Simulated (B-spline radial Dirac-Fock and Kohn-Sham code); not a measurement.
**Elastic and transport cross sections of aluminum for electrons**

Model: relativistic (Dirac) partial waves in the static field of the Dirac-Fock atom with Furness-McCarthy exchange, without polarisation or absorption potentials. Program: a radial finite-basis atomic code. σ_tr1 and σ_tr2 weight the cross section with 1 − P₁ and 1 − P₂ of cos θ; "backward" is the share scattered beyond 90°.

```csv
energy (eV),σ (a₀²),σ_tr1 (a₀²),σ_tr2 (a₀²),σ/σ_tr1,backward (%)
38700,0.200,0.000865,0.00219,231,0.034
40700,?,?,?,?,?
41700,0.187,0.000758,0.00192,247,0.031
50000,0.160,0.000549,0.00140,291,0.025
57300,0.143,0.000432,0.00111,330,0.021
57400,0.142,0.000431,0.00110,331,0.021
75200,0.114,0.000268,0.000695,426,0.015
84500,0.104,0.000219,0.000570,475,0.013
100000,0.0914,0.000164,0.000428,559,0.011
200000,0.0570,5.09e-05,0.000137,1120,0.0041
300000,0.0458,2.64e-05,7.19e-05,1730,0.0023
```

Q: Fill in the row for 40.7 keV.

A: σ = 0.191 a₀², σ_tr1 = 0.000791 a₀², σ_tr2 = 0.00200 a₀², σ/σ_tr1 = 242, backward 0.032 %. The ratio σ/σ_tr1 is roughly the number of elastic collisions that randomise the direction.

Values without a named source are computed, but for edge energies of neutral atoms, which are taken from tables.
